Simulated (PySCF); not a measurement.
C4H7BO2Si.
Numbering: `[OH:1][B:2]([OH:3])[C:4]1=[CH:5][CH:6]=[CH:7][SiH2:8]1`

NICS = −σ at a ghost point: NICS(0) at the centroid of the ring atoms, NICS(1) 1 Å to either side along the normal of their mean plane, zz for the tensor component along that normal. Level: GIAO PBE0/pcSseg-1 (PySCF, non-relativistic, gas phase) on the GFN2-xTB geometry, one conformer.

Ring bond lengths (Å), with Mayer bond orders in brackets: C4–C5 1.348 (1.79), C5–C6 1.454 (1.11), C6–C7 1.339 (1.83), C7–Si8 1.892 (0.88), Si8–C4 1.893 (0.88).

Problem. What do the NICS probes read (ppm)?

Solution. 
```
           ring                                                      type  NICS(0)  NICS(1), two faces  NICS(1)zz, two faces  rms pucker (Å)  centre to ring atoms, mean (Å)
C4–C5–C6–C7–Si8  5-membered ring with Si; formal bonds 2 double, 3 single      1.3         -2.0 / -2.0             0.4 / 0.4            0.00                            1.34
```

Problem. What can be read from them?

Solution. 
- C4–C5–C6–C7–Si8: mean NICS(1)zz 0.4 ppm, near zero. Si8 has four or more neighbours, so the value isn't read as a sign of a π ring current.

Problem. How shielded are the nuclei of the rings and their hydrogens (means over atoms taken as equivalent)?

Solution. 
| atoms | environment | σ isotropic (ppm) | principal values of the symmetric part, first atom (ppm) |
| --- | --- | --- | --- |
| C4 | fully substituted alkene carbon | 42.9 | -47.0, 2.1, 173.8 |
| C5 | alkene CH carbon | 22.7 | -99.0, 31.1, 136.1 |
| C6 | alkene CH carbon | 31.9 | -84.0, 41.2, 138.6 |
| C7 | alkene CH carbon | 41.3 | -67.6, 20.5, 170.9 |
| Si8 | SiH2 silicon | 389.3 | 321.2, 397.9, 448.7 |
| H on C5 | vinylic hydrogen | 24.19 | 21.2, 23.2, 28.2 |
| H on C6 | vinylic hydrogen | 24.37 | 22.4, 23.2, 27.5 |
| H on C7 | vinylic hydrogen | 25.05 | 23.6, 25.0, 26.6 |
| H on Si8 (×2) | Si–H hydrogen | 27.00 | 23.4, 25.5, 32.1 |

Conformer computed: `[OH:1][B:2]([OH:3])[C:4]1=[CH:5][CH:6]=[CH:7][SiH2:8]1`: O1–B2–C4–C5 4°, H–O1–B2–O3 180°, H–O3–B2–O1 0°.
